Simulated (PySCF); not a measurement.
Si(H)2(Cl)(vinyl) (C₂H₅ClSi), SMILES C=C[SiH2]Cl. Atoms are numbered in the order given.

```xyz
9

Si    -0.4072    -0.5824    -0.2358
Cl    -1.3000     1.0310     0.7118
C      1.4314    -0.5349     0.0374
C      2.2934    -0.4201    -0.9803
H     -0.6875    -0.4908    -1.6931
H     -1.0203    -1.8100     0.3371
H      1.8277    -0.6033     1.0591
H      3.3788    -0.3984    -0.8257
H      1.9521    -0.3408    -2.0199
```
Charge 0, spin multiplicity 1.

Coordinates come from a ωB97X-D3(BJ)/def2-SVP optimisation. The values are those of a single conformer.

Method: ωB97X-D3(BJ)/def2-SVP run with PySCF 2.14.0.

Frequencies are harmonic and unscaled.

**Question.** List the normal modes with their intensities. (Estimate from the structure and the level; the computed values follow.)

**Answer.** 
```
mode  ν (cm⁻¹)  IR (km/mol)  moving atoms (share of kinetic energy)
----  --------  -----------  --------------------------------------
1           77          0.1        C 45 %, H 27 %, Cl 15 %, Si 13 %
2          178          3.1        H 32 %, C 25 %, Si 22 %, Cl 22 %
3          281          0.2                          C 50 %, H 39 %
4          488          4.2                 H 58 %, C 23 %, Cl 14 %
5          573         82.8                Si 46 %, Cl 32 %, H 17 %
6          621         60.2                 H 64 %, Si 21 %, C 14 %
7          717         24.9                 H 47 %, C 30 %, Si 22 %
8          756         11.2                          H 77 %, C 17 %
9          898        312.7                         H 87 %, Si 11 %
10         966        117.2                                  H 95 %
11        1020         36.7                          H 76 %, C 24 %
12        1022         11.8                          H 82 %, C 16 %
13        1050          6.3                          H 89 %, C 11 %
14        1285          1.7                          H 72 %, C 28 %
15        1433         21.5                          H 84 %, C 15 %
16        1709         14.6                          C 86 %, H 14 %
17        2277         91.6                                  H 98 %
18        2280        122.9                                  H 96 %
19        3149          9.4                                  H 95 %
20        3182          0.8                           H 91 %, C 9 %
21        3245          5.3                          H 89 %, C 11 %
```
